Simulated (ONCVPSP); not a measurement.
Which change was made? (H, ONCV)

* Element: H
* Generator: ONCVPSP 4.0.1
* Type: optimised norm-conserving Vanderbilt (ONCV)
* Functional: PBE
* Relativity: scalar-relativistic
* Frozen core: none
* Valence charge: 1
* Reference configuration: 1s0.5 (charge +0.5)
* Partial waves: 1s: rc 1.20 bohr, ncon 4, nbas 8, qcut 5.2 1/bohr, 2 projectors, debl 3.6 Ha; p scattering state at 0.13 Ha: rc 1.25 bohr, ncon 4, nbas 8, qcut 7.5 1/bohr, 2 projectors, debl 2 Ha
* Local potential: polynomial inside 0.95 bohr (lpopt 5, dvloc0 0 Ha)
* Core correction: none

Cutoffs, loose and tight: the cutoffs (Ha) at which the residual kinetic energy of the hardest occupied pseudo-wave falls to 1 and 0.1 mHa per electron. They do not see the model core or the augmentation charge, which bear on the density cutoff. Test errors are all-electron minus pseudo excitation energies from the reference, over the configurations 1s1; variants that change the core or the reference have their own tests.

The base gives: outcome: generated; cutoff, loose: 14 Ha; cutoff, tight: 85 Ha; bound ghosts: none; GHOST(+) flags above zero: none.

After one change the result is: outcome: generated; cutoff, loose: 21 Ha; cutoff, tight: 166 Ha; bound ghosts: none; GHOST(+) flags above zero: none. Which change was it?
A. s: rc 1.04
B. s: rc 0.94; local potential polynomial inside 0.94 bohr (lpopt 5, dvloc0 0 Ha)
C. s: rc 0.8; local potential polynomial inside 0.80 bohr (lpopt 5, dvloc0 0 Ha)
D. s: rc 1.74

B. The others give: s: rc 1.04 → outcome: generated; cutoff, loose: 17 Ha; cutoff, tight: 132 Ha; bound ghosts: none; GHOST(+) flags above zero: none | s: rc 1.74 → outcome: generated; cutoff, loose: 9.2 Ha; cutoff, tight: 12 Ha; bound ghosts: none; GHOST(+) flags above zero: none | s: rc 0.8; local potential polynomial inside 0.80 bohr (lpopt 5, dvloc0 0 Ha) → outcome: generated; cutoff, loose: 40 Ha; cutoff, tight: 231 Ha; bound ghosts: none; GHOST(+) flags above zero: none.
